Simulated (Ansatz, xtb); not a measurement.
Molecule: sum formula TaOBr, net charge 0, triplet state. The spin state was set by rule; other spins were not relaxed. 
Geometry from a B3LYP-D3(BJ)/def2-TZVP (Ansatz, a first-principles code) optimisation:
```xyz
3

Ta     0.6597    -0.2462     0.0118
O      1.3641     0.0423    -1.5219
Br    -1.6877     0.5039     0.3233
```
Charge 0, spin multiplicity 3.

Harmonic wavenumbers from GFN2-xTB (xtb, at its own minimum), cm⁻¹: 49, 160, 737.

Give the harmonic wavenumbers at B3LYP-D3(BJ)/def2-TZVP (Ansatz, finite differences of forces, unscaled).

137, 251, 998 cm⁻¹. Zero-point energy 2.0 kcal/mol.

From these and the geometry, give the ideal-gas thermochemistry at 298.15 K and 1 atm (rigid rotor, harmonic oscillator).

Point group Cs, rotational symmetry number 1. Rotational constants 15.98, 1.327, 1.225 GHz. S(trans) 42.75, S(rot) 26.92, S(vib) 4.66, S(elec, spin only) 2.18, S 76.5 cal/(mol K). H(298) - H(0) 3.12 kcal/mol; G - E(el) -17.7 kcal/mol.
